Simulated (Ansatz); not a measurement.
Mulliken charges of `CC1N=C[Se]1` from B3LYP/def2-TZVPP in Ansatz (PBE0-D4/def2-TZVP geometry).

```
atom   x (Å)   y (Å)   z (Å)  charge (e)
  C1  -1.215  -0.669   0.028      -0.238
  C2  -0.075   0.192   0.482       0.084
  N3   1.244  -0.367   0.246      -0.234
  C4   1.733   0.552  -0.483      -0.093
 Se5   0.331   1.819  -0.651      -0.026
  H6  -2.170  -0.160   0.167       0.081
  H7  -1.105  -0.936  -1.024       0.093
  H8  -1.221  -1.589   0.620       0.097
  H9  -0.175   0.524   1.517       0.114
 H10   2.736   0.583  -0.900       0.123
```

By hand: the dipole of these point charges (1 e Å = 4.8032 D).

Σ q r = (-0.258, 0.040, 0.079) e Å, of length 0.273 e Å = 1.31 D.

How does the dipole of the full density compare? (Estimate.)

The calculation gave: (-0.172, 0.062, -0.010) e Å, 0.88 D; the point charges give 1.49 times that, at 23° from its direction.

Point charges leave out the atoms' own dipoles, such as those of lone pairs, and Mulliken's split depends on the basis, so the two needn't agree.

B3LYP here is the variant with VWN-RPA as its local correlation; programs differ in this.
